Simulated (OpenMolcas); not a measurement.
## Tm2+: moving the ligands

Tm2+ with its 8 nearest fluoride ions at 2.484 Å, on the Sr site of SrF2 (a = 5.796 Å, distance in the model lattice 2.510 Å). The rest of the host is ab initio model potentials to 7.6 Å and point charges beyond; the distance is set by hand and nothing relaxes. Ligand basis ANO-RCC-VDZP.

```json
{
  "Program": "OpenMolcas",
  "Method": "SS-CASPT2, IPEA 0.25 Eh, imaginary shift 0.1 Eh (closed shells correlated: 5s 5p and the ligand valence shells)",
  "Basis": "ANO-RCC-VDZP [7s6p4d2f1g]",
  "Scalar Hamiltonian": "DKH2, point nucleus",
  "Active space": "13 electrons in 7 orbitals (4f)",
  "State averaging": "2S+1 = 2 odd, 7 roots",
  "Spin-orbit coupling": "state interaction with AMFI integrals over the reference wave functions"
}
```

Runs around this geometry, states (labels of O, the rotations of Oh). Energies in cm-1 above the lowest state or level, χT in cm3 K/mol.

```json
{"R (Å)": "2.47", "Ground state": "2A2", "First state of that spin": "2T2 520", "First gap with spin-orbit (degeneracies)": "340 (2, 4)", "Width of lowest J": "382", "χT at 300 K": "2.377"}
{"R (Å)": "2.484", "Ground state": "2A2", "First state of that spin": "2T2 500", "First gap with spin-orbit (degeneracies)": "320 (2, 4)", "Width of lowest J": "360", "χT at 300 K": "2.396"}
{"R (Å)": "2.51", "Ground state": "2A2", "First state of that spin": "2T2 460", "First gap with spin-orbit (degeneracies)": "300 (2, 4)", "Width of lowest J": "349", "χT at 300 K": "2.416"}
```

Taking the width of the lowest J multiplet as R^-n, n = -ln(349 / 382) / ln(2.51 / 2.47) = 5.6 between the shortest and longest distance.

Roots that are degenerate in the reference are averaged as groups; the widest CASPT2 spread within a group is 13 cm-1 (the 3-fold group of multiplicity 2 near 584 cm-1 above the lowest state of its run, R = 2.47). Shifts and gaps below about the spread of the groups concerned are not significant. Over all roots computed the reference weight is 0.65 in R = 2.47, 0.65 in R = 2.484, 0.65 in R = 2.51; a low but even weight reflects the number of correlated electrons. Splittings of an f shell from a small cluster at a set distance can be off by tens of per cent, mostly too small. No measured value stands beside these numbers; the geometry was set by hand and not optimised.
